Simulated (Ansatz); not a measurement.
Start from `NC(O)BF` and change one atom or group to get `NC(O)N[SiH3]`.

Ansatz, PBE0-D4/def2-TZVP geometries, multiplicity 1. Each molecule was computed in one conformer, which needn't be the lowest.

| property | `NC(O)BF` |
| --- | --- |
| size of the dipole moment (PBE/def2-TZVPP) / D | 1.94 |
| LUMO energy (PBE/def2-TZVPP) / eV | -1.61 |
| LUMO energy (B3LYP/def2-TZVPP) / eV | -0.89 |
| HOMO energy (B3LYP/def2-TZVPP) / eV | -7.09 |
| HOMO–LUMO gap (ωB97M-V/def2-TZVPP) / eV | 10.92 |
| HOMO energy (PBE0/def2-TZVPP) / eV | -7.28 |

(1) What does the change do to each property? (An estimate is asked.)

## Answers

(1) Computed: 
```json
{"property": "size of the dipole moment (PBE/def2-TZVPP) / D", "`NC(O)N[SiH3]`": "1.62", "shift": "-0.32"}
{"property": "LUMO energy (PBE/def2-TZVPP) / eV", "`NC(O)N[SiH3]`": "-0.30", "shift": "1.31"}
{"property": "LUMO energy (B3LYP/def2-TZVPP) / eV", "`NC(O)N[SiH3]`": "0.26", "shift": "1.15"}
{"property": "HOMO energy (B3LYP/def2-TZVPP) / eV", "`NC(O)N[SiH3]`": "-6.91", "shift": "0.18"}
{"property": "HOMO–LUMO gap (ωB97M-V/def2-TZVPP) / eV", "`NC(O)N[SiH3]`": "11.54", "shift": "0.62"}
{"property": "HOMO energy (PBE0/def2-TZVPP) / eV", "`NC(O)N[SiH3]`": "-7.14", "shift": "0.14"}
```

With PBE0 the HOMO rises by 0.14 eV and the LUMO rises by 1.14 eV, so the gap widens by about 1.00 eV. PBE moves the HOMO by 0.17 eV and ωB97M-V by 0.11 eV. Dipoles are sizes alone; their direction can turn.

B3LYP here is the variant with VWN-RPA as its local correlation; programs differ in this.
